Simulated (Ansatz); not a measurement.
Breaking a bond: AlMg (anion, charge -1), lowest triplet found (which spin is the ground state isn't settled by this scan).

- ROMP2 = Ansatz (an electronic-structure program) with MP2 on ROHF/aug-cc-pVDZ, frozen core
- ROCCSD = CCSD on ROHF/aug-cc-pVDZ, frozen core in Ansatz
- ROCCSD(T) = CCSD(T) on ROHF/aug-cc-pVDZ, frozen core run with Ansatz
- UHF/aug-cc-pVDZ (Ansatz)
- UMP2 = MP2 on UHF/aug-cc-pVDZ, frozen core run with Ansatz
- UCCSD = Ansatz with CCSD on UHF/aug-cc-pVDZ, frozen core
- UCCSD(T) = Ansatz with CCSD(T) on UHF/aug-cc-pVDZ, frozen core
- ROCCSDT = CCSDT on ROHF/aug-cc-pVDZ, frozen core run with Ansatz
- UCCSDT = CCSDT on UHF/aug-cc-pVDZ, frozen core (Ansatz)
- UCCSDT(Q) = CCSDT(Q) on UHF/aug-cc-pVDZ, frozen core in Ansatz
- UKS-B3LYP = unrestricted B3LYP/aug-cc-pVDZ run with Ansatz
- UKS-CAM-B3LYP = unrestricted CAM-B3LYP/aug-cc-pVDZ (Ansatz)
- UKS-PBE = unrestricted PBE/aug-cc-pVDZ (Ansatz)
- FCI = Ansatz with full CI/aug-cc-pVDZ, frozen core

All curves are set to zero at 2.81 Å and compared with full CI in the same basis at 2.81, 2.96, 3.09, 3.32 Å.

Task: Order the methods by the spread of their error (largest minus smallest) over these points.

Result: UKS-PBE has the smallest spread and UHF the largest. In order (kJ/mol): UKS-PBE 4.14, UCCSD(T) 6.56, UCCSDT 6.97, UKS-B3LYP 7.63, UCCSDT(Q) 7.69, UCCSD 11.22, ROMP2 11.28, UMP2 11.54, ROCCSD(T) 12.01, ROCCSDT 12.24, ROCCSD 13.82, UKS-CAM-B3LYP 14.58, UHF 15.90.

Errors against full CI at some of the points (kJ/mol):

```
method         3.32 Å
-------------  ------
UKS-PBE           4.1
UCCSD(T)         -3.4
UCCSDT           -0.5
UKS-B3LYP        -7.6
UCCSDT(Q)         0.8
UCCSD           -11.2
ROMP2            -2.3
UMP2            -11.5
ROCCSD(T)        -1.8
ROCCSDT          -0.4
ROCCSD           -9.5
UKS-CAM-B3LYP   -14.6
UHF             -15.9
```

The scan ran from 1.89 to 8.94 Å; beyond the distances shown full CI changes its symmetry label. The T1 diagnostic of CCSD on the restricted reference of ROMP2, ROCCSD, ROCCSD(T), ROCCSDT exceeds 0.045 at 2.50 to 2.96 Å. Where the anion isn't bound against loss of the electron, the finite basis alone holds it. At the minimum ROCCSD(T), ROCCSDT lies far from FCI: another state is possible. The unrestricted determinant behind UHF, UMP2, UCCSD, UCCSD(T), UCCSDT, UCCSDT(Q) is spin-contaminated at 1.89 to 3.09 Å (<S²> up to 2.7, against 2.00 for a pure triplet).
